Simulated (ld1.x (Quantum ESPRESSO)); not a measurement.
**What the settings do to the RRKJ potential of chromium**

Base potential:

chromium, norm-conserving RRKJ (Kleinman–Bylander form), made with ld1.x (Quantum ESPRESSO) 7.5 (LDA (PZ), scalar-relativistic). Core [Ar], reference 3d5 4s0.5 4p0.5. Waves: 4s (bound): rc 2.75 bohr; 4p (bound): rc 3.80 bohr; 3d (bound): rc 1.30 bohr. Local part: all-electron potential smoothed inside 1.45 bohr (lloc = -1). Core correction: none. rho0 = 0.02.

All-electron outer shells of the reference configuration (LDA (PZ), scalar-relativistic, ld1.x):

| shell | level (eV) | outermost node (bohr) | outermost maximum (bohr) |
| --- | --- | --- | --- |
| 3s | -74.29 | 0.36 | 0.78 |
| 3p | -46.08 | 0.33 | 0.80 |
| 4s | -4.71 | 1.12 | 2.71 |
| 3d | -3.84 | – | 0.84 |
| 4p | -1.51 | 1.25 | 3.80 |

Cutoffs, loose and tight: the cutoffs (Ry, on a coarse ladder) from which the occupation-weighted sum of valence levels, in a spherical-Bessel basis at the reference potential, stays within 10 and 1 mRy of its value at 400 Ry. They do not see the model core or the augmentation charge, which bear on the density cutoff. Test errors are all-electron minus pseudo excitation energies from the reference, over the configurations 3d5 4s1 4p0; 3d5 4s0 4p0; 3d4 4s0 4p0; 3d5 4s0.5 4p0; 3d4 4s1 4p1; 3d6 4s0 4p0; 3d4 4s2 4p0 (two spin-polarised tests are not counted in the largest error). A dash means not determined; rows that change the core or the reference have their own tests.

A true bound ghost makes a file unfit for plane-wave use even where its test errors are small: the radial tests pick states by their node count and pass the ghost by.

```tsv
change	outcome	cutoff, loose	cutoff, tight	bound ghosts	largest test error (meV)
base	generated	90 Ry	110 Ry	s	+52
wave 3d (bound): rc 1.30 bohr becomes 3d (bound): rc 0.82 bohr	generated	200 Ry	230 Ry	s	-55
wave 3d (bound): rc 1.30 bohr becomes 3d (bound): rc 0.98 bohr	generated	160 Ry	180 Ry	s	-54
wave 3d (bound): rc 1.30 bohr becomes 3d (bound): rc 1.24 bohr	generated	100 Ry	120 Ry	s	-50
wave 3d (bound): rc 1.30 bohr becomes 3d (bound): rc 1.48 bohr	generated	80 Ry	100 Ry	s	+62
wave 3d (bound): rc 1.30 bohr becomes 3d (bound): rc 1.68 bohr	generated	60 Ry	90 Ry	s	+82
wave 3d (bound): rc 1.30 bohr becomes 3d (bound): rc 1.84 bohr	generated	50 Ry	70 Ry	s	+109
wave 3d (bound): rc 1.30 bohr becomes 3d (bound): rc 1.92 bohr	generated	50 Ry	70 Ry	s	+118
```

Question: What comes out with this change to the base: wave 3d (bound): rc 1.30 bohr becomes 3d (bound): rc 1.08 bohr?

Answer: outcome: generated; cutoff, loose: 140 Ry; cutoff, tight: 160 Ry; bound ghosts: s; largest test error (meV): -53.

Question: What comes out with this change to the base: wave 3d (bound): rc 1.30 bohr becomes 3d (bound): rc 1.34 bohr?

Answer: outcome: generated; cutoff, loose: 90 Ry; cutoff, tight: 100 Ry; bound ghosts: s; largest test error (meV): +53.

Question: What comes out with this change to the base: wave 3d (bound): rc 1.30 bohr becomes 3d (bound): rc 1.58 bohr?

Answer: outcome: generated; cutoff, loose: 70 Ry; cutoff, tight: 90 Ry; bound ghosts: s; largest test error (meV): +69.

Reading the sweep of the d radius (base included, trends over the rows without a ghost): Bound ghosts are found at 0.82, 0.98, 1.08, 1.24, 1.3, 1.34, 1.48, 1.58, 1.68, 1.84, 1.92 bohr. Every judged row has one, so this setting neither creates nor removes them.
